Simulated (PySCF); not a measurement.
# Polarisability and C₆ of Cl⁻ (chlorine, charge -1)

[Ar], closed-shell 1S. Calculation: PySCF 2.14, in def2-QZVPPD (10s7p5d2f1g, 79 functions); no relativity, point nucleus. Coupled (time-dependent) response in atomic units; α is the mean over directions.

```
 method  mean α (bohr³)  C₆ (like pair)  S(−4)
    UHF           29.02           252.9  240.5
   PBE0           33.34           302.6  345.3
r2SCANh           34.02           320.2  339.1
wB97M-V           33.84           305.4  364.0
```

S(−4) is the Cauchy moment in α(ω) = α(0) + S(−4) ω² + …

α(iu) at wB97M-V:

```tsv
u (hartree)	α(iu) (bohr³)
0	33.84
0.0500	32.96
0.100	30.69
0.200	24.62
0.300	19.14
0.500	11.88
0.750	7.230
1.00	4.818
1.50	2.556
2.00	1.580
3.00	0.7870
5.00	0.3275
```

For an ion, C₆ is the dispersion term alone; charge-induced terms of lower order in 1/R come first.
